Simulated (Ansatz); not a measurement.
## Ligand exchange: BrF + C2H3F2I → IBr + C2H3F3

Species: BrF (bromine fluoride), singlet; C2H3F2I `FCC(F)I`, singlet; IBr, singlet; C2H3F3 (1,1,2-trifluoroethane) `FCC(F)F`, singlet. The partners trade F for I: Br–F and C–I bonds give way to Br–I and C–F.

Shapes, held fixed at every level: PBE0-D4/def2-TZVP. Flexible molecules stand in one conformer, not always the lowest. Programs: Ansatz 0.2.0. The zero-point and thermal change to 298 K, harmonic and unscaled (PBE0-D4/def2-TZVP), is +4.0 kJ/mol.

| level | kind | ΔH(298 K) (kJ/mol) | less CCSD(T)/def2-TZVPP |
| --- | --- | --- | --- |
| HF/def2-SVP | Hartree–Fock | -263.7 | -70.2 |
| HF/def2-TZVPP | Hartree–Fock | -240.6 | -47.1 |
| SPW92/def2-TZVPP | LDA | -193.9 | -0.4 |
| r2SCAN-D4/def2-TZVPP | meta-GGA | -197.5 | -4.0 |
| BHLYP-D4/def2-TZVPP | global hybrid | -215.1 | -21.6 |
| B2PLYP/def2-TZVPP | double hybrid | -197.3 | -3.8 |
| MP2/def2-TZVPP | perturbation theory | -192.5 | +1.0 |
| CCSD(T)/def2-TZVPP | coupled cluster or CI | -193.5 | 0.0 |

The highest level, CCSD(T)/def2-TZVPP, gives ΔH(298 K) = -193.5 kJ/mol; the levels span -263.7 to -192.5. The column of differences is taken from that level and isn't an error. No measured value is set beside it here. For atoms past krypton def2 sets carry core potentials with scalar relativity. Relativity is left out for Br. Outer-core shells of Br, I are correlated, in sets that cover them unevenly.
